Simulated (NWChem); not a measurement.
System: BaCl2; SMILES [Cl][Ba][Cl]

```xyz
3

Ba     0.0000     0.0000     0.4959
Cl     2.4226     0.0000    -0.8167
Cl    -2.4226     0.0000    -0.8167
```
Atoms are numbered in this order, from 1.

Results from NWChem. All runs use the structure optimised with PBE-D3(BJ)/def2-SVP. def2 effective core potentials on Ba; no spin-orbit coupling. Vertical excitations in the gas phase.

### Question
Predict the results for B3LYP/def2-SVP, full TDDFT. Quantities: lowest excitation, singlet (eV); oscillator strength of that lowest state; lowest state with f > 0.02, singlet (eV); lowest triplet (eV); orbital gap (eV).

### Answer
The lowest excitation, singlet (eV) is 3.97. The oscillator strength of that lowest state is 0.006 and the lowest state with f > 0.02, singlet (eV) is 4.15. The lowest triplet (eV) is 3.95 and the orbital gap (eV) comes out as 4.77.
